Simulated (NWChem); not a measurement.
System: CH4O2Si; SMILES O=CO[SiH3]

```xyz
8

O     -0.7524    -1.5783     0.0000
C      0.4194    -1.2854     0.0000
O      0.8936    -0.0291     0.0000
Si    -0.2407     1.2625     0.0000
H      1.2419    -2.0158     0.0000
H     -1.0734     1.2262    -1.2237
H     -1.0734     1.2262     1.2237
H      0.6290     2.4603     0.0000
```
Atoms are numbered in this order, from 1.

Computed with NWChem. The geometry was optimised at B3LYP/6-31G* (spherical d). B3LYP is NWChem's, with the RPA form of VWN correlation.

**Question.** What does the run give for B3LYP/3-21G? Quantities: highest occupied level (eV); orbital gap (eV); dipole (D).

**Answer.** highest occupied level (eV): -7.84
orbital gap (eV): 7.73
dipole (D): 1.25
